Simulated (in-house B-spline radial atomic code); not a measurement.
Relativistic effects in the neon ion Ne⁺, [He] 2s2 2p5: non-relativistic Hartree-Fock (point nucleus) against Dirac-Hartree-Fock (Fermi nucleus of rms radius 3.0055 fm), both averages of the configuration, computed with a B-spline radial code for spherical atoms.

```csv
orbital,ε NR (Eh),ε Dirac (Eh),<r> NR (bohr),<r> Dirac (bohr),change of <r> (%)
1s1/2,-33.612,?,0.1576,?,?
2s1/2,-2.6191,-2.625,0.8603,0.8588,-0.2
2p1/2,-1.6066,-1.6092,0.8759,0.8744,-0.2
2p3/2,-1.6066,?,0.8759,?,?
```

Task: What happens to 1s1/2?

Result: Its energy goes to -33.657 hartree and <r> to 0.1573 bohr (-0.17 %).

Task: What happens to 2p3/2?

Result: Its energy goes to -1.6045 hartree and <r> to 0.8763 bohr (+0.05 %).

Task: What explains the pattern of contraction and expansion?

Result: The s and p1/2 orbitals contract directly, as their density near the nucleus moves at relativistic speed. Nothing expands appreciably in this ion.

Task: By how much does the total energy change?

Result: By -0.14556 hartree, from -127.818 to -127.963.
